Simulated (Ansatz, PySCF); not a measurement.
PySCF was given this input:
```python
from pyscf import gto, scf, dft

mol = gto.M(
    atom='''
Sn   -0.00000000   -0.00000000   -1.37674874
I     0.00000000    0.00000000    1.29881957
''',
    basis='def2-tzvp',
    ecp={'I': 'def2-tzvp', 'Sn': 'def2-tzvp'},
    charge=1,
    verbose=3,
)

mf = dft.RKS(mol)
mf.xc = 'pbe0'
mf.grids.atom_grid = (99, 590)
mf.grids.prune = None
mf.kernel()
```

Q: Convert this to an input for Ansatz (a first-principles code).

A: Several could match; the one computed here: 
Ansatz 0.2 input:
```yaml
crystal:
  periodic: [false, false, false]
  atoms:
    - {symbol: Sn, position_ang: [-0.00000000, -0.00000000, -1.37674874]}
    - {symbol: I, position_ang: [0.00000000, 0.00000000, 1.29881957]}
basis:
  gaussian:
    orbitals: def2-TZVP
hamiltonian:
  xc: pbe0
total_charge: 1
accuracy: high
```

Both were run: PySCF gave -511.812237 Eh and Ansatz -511.812238 Eh, 0.001 mEh apart.
